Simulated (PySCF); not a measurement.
Correlation energy of Hf (hafnium, neutral)

[Xe] 4f14 5d2 6s2, high-spin 3F determinant. All numbers are calculated (PySCF 2.14, the spin-free X2C one-electron Hamiltonian (Gaussian nucleus), in x2c-TZVPPall with one added diffuse shell each of s, p, d, f type (12s8p8d4f1g, 113 functions)). Frozen: [Xe] 4f14; 4 electrons correlated.

```csv
level,correlation energy (mhartree)
CCSD,-60.92
(T),-3.25
CCSD(T),-64.17
```

Diagnostics: T1 = 0.027, D1 = 0.0636, largest double amplitude 0.054.

Spin-orbit coupling, absent here, splits the open shell strongly.

Cost of the coupled-cluster step: roughly 19 core-seconds, for 4 correlated electrons.

Iterations:

```
CC2 = 0
CCSD nocc = (np.int64(3), np.int64(1)), nmo = (79, 79)
frozen orbitals [[0, 1, 2, 3, 4, 5, 6, 7, 8, 9, 10, 11, 12, 13, 14, 15, 16, 17, 18, 19, 20, 21, 22, 23, 24, 25, 26, 27, 28, 29, 30, 31, 32, 33], [0, 1, 2, 3, 4, 5, 6, 7, 8, 9, 10, 11, 12, 13, 14, 15, 16, 17, 18, 19, 20, 21, 22, 23, 24, 25, 26, 27, 28, 29, 30, 31, 32, 33]]
max_cycle = 100
direct = 0
conv_tol = 1e-08
conv_tol_normt = 1e-06
diis_space = 8
diis_start_cycle = 0
Init t2, MP2 energy = -0.0477980541488334
Init E_corr(UCCSD) = -0.0477980541526158
cycle = 1  E_corr(UCCSD) = -0.0553646929375129  dE = -0.00756663878  norm(t1,t2) = 0.067602
cycle = 2  E_corr(UCCSD) = -0.0581630296347016  dE = -0.0027983367  norm(t1,t2) = 0.0338762
cycle = 3  E_corr(UCCSD) = -0.0607961839964397  dE = -0.00263315436  norm(t1,t2) = 0.0191438
cycle = 4  E_corr(UCCSD) = -0.0608388518997798  dE = -4.26679033e-05  norm(t1,t2) = 0.00431835
cycle = 5  E_corr(UCCSD) = -0.0609294749730216  dE = -9.06230732e-05  norm(t1,t2) = 0.00171963
cycle = 6  E_corr(UCCSD) = -0.060922804954629  dE = 6.67001839e-06  norm(t1,t2) = 0.00076989
cycle = 7  E_corr(UCCSD) = -0.0609210372128626  dE = 1.76774177e-06  norm(t1,t2) = 0.000326033
cycle = 8  E_corr(UCCSD) = -0.0609265287917571  dE = -5.49157889e-06  norm(t1,t2) = 7.38148e-05
cycle = 9  E_corr(UCCSD) = -0.0609248285763291  dE = 1.70021543e-06  norm(t1,t2) = 2.50275e-05
cycle = 10  E_corr(UCCSD) = -0.0609248284985853  dE = 7.77438461e-11  norm(t1,t2) = 1.06684e-05
cycle = 11  E_corr(UCCSD) = -0.0609248403315134  dE = -1.18329281e-08  norm(t1,t2) = 4.52748e-06
cycle = 12  E_corr(UCCSD) = -0.0609248578407364  dE = -1.75092231e-08  norm(t1,t2) = 1.59837e-06
cycle = 13  E_corr(UCCSD) = -0.0609248383167276  dE = 1.95240088e-08  norm(t1,t2) = 6.96012e-07
cycle = 14  E_corr(UCCSD) = -0.0609248405217544  dE = -2.20502686e-09  norm(t1,t2) = 2.27275e-07
UCCSD converged
E(UCCSD) = -15073.46928434924  E_corr = -0.06092484052175443
UCCSD(T) correction = -0.00324977018976796
```
